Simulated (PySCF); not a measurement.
## Electric field gradients and quadrupole coupling constants

Compound: C3H8O3SSi.
SMILES with atom numbers: `[CH3:1][C:2](=[O:3])[O:4][Si@@:5]([CH3:6])([OH:7])[SH:8]` (hydrogens: H9, H10, H11 on C1; H12, H13, H14 on C6; H15 on O7; H16 on S8)

Structure used (GFN2-xTB), in Å, numbered top down from 1:
```
atom  x, y, z in Å
C1     2.782    0.161   -0.692
C2     1.511    0.021    0.091
O3     1.434   -0.367    1.229
O4     0.440    0.376   -0.607
Si5   -1.099    0.358    0.042
C6    -1.819   -1.383   -0.165
O7    -1.112    0.894    1.571
S8    -2.101    1.851   -1.115
H9     2.750   -0.512   -1.546
H10    2.859    1.177   -1.071
H11    3.636   -0.075   -0.064
H12   -2.827   -1.437    0.234
H13   -1.864   -1.675   -1.210
H14   -1.214   -2.118    0.360
H15   -0.428    0.574    2.163
H16   -2.956    2.165   -0.156
```

Field gradients from the PBE0/pcSseg-1 density (PySCF, non-relativistic), principal values in atomic units, ordered |Vxx| ≤ |Vyy| ≤ |Vzz|:

| atom | Vxx | Vyy | Vzz |
| --- | --- | --- | --- |
| O3 | 0.6858 | 0.9395 | -1.6254 |
| O4 | -0.6002 | -0.7786 | 1.3789 |
| O7 | -0.3422 | -1.0796 | 1.4217 |
| S8 | 0.2535 | 1.8529 | -2.1064 |

Task: Find the asymmetry η = (Vxx − Vyy)/Vzz and the couplings χ = eQV/h (234.96 MHz × Q in barn × V in au), with Q(17O) = −0.0256 b, Q(33S) = −0.0678 b.

Result: 
```csv
atom,environment,nucleus,η,χzz (MHz),χxx (MHz),χyy (MHz)
O3,carbonyl oxygen,17O,0.16,9.78,-4.13,-5.65
O4,oxygen singly bound to a carbonyl carbon,17O,0.13,-8.29,3.61,4.68
O7,silanol oxygen,17O,0.52,-8.55,2.06,6.49
S8,sulfur bonded to Si and H,33S,0.76,33.56,-4.04,-29.52
```

Task: What is Vzz at O7 in SI units (1 au = 9.71736 × 10²¹ V/m²)?

Result: 1.4217 au = 13.816 × 10²¹ V/m².

Task: And the gradient at the other heavy atoms, for which no coupling is worked out here?

Result: 
```tsv
atom	environment	Vzz (au)	η
C1	methyl carbon next to a carbonyl	0.107	0.51
C2	carbonyl carbon	-0.431	0.99
Si5	oxygen-bound silicon	-0.491	0.65
C6	Si-methyl carbon	-0.026	0.16
```

Task: What couplings would deuterons (Q(2H) = 0.00286 b) have in place of the hydrogens, at this geometry?

Result: 
```csv
atom,bonded to,bond length (Å),Vzz (au),η,χzz (kHz)
H9,C1,1.088,0.3116,0.04,209
H10,C1,1.087,0.3113,0.04,209
H11,C1,1.086,0.3127,0.02,210
H12,C6,1.086,0.3248,0.00,218
H13,C6,1.086,0.3231,0.01,217
H14,C6,1.087,0.3212,0.01,216
H15,O7,0.960,0.4783,0.05,321
H16,S8,1.322,0.2612,0.13,176
```

One conformer (not necessarily the lowest) at the GFN2-xTB geometry, without solvent, vibrations or thermal averaging. GFN2-xTB bond lengths can be off by several hundredths of an ångström, more for odd bonds, and the gradients follow them. A larger basis could move these couplings by a tenth or more.
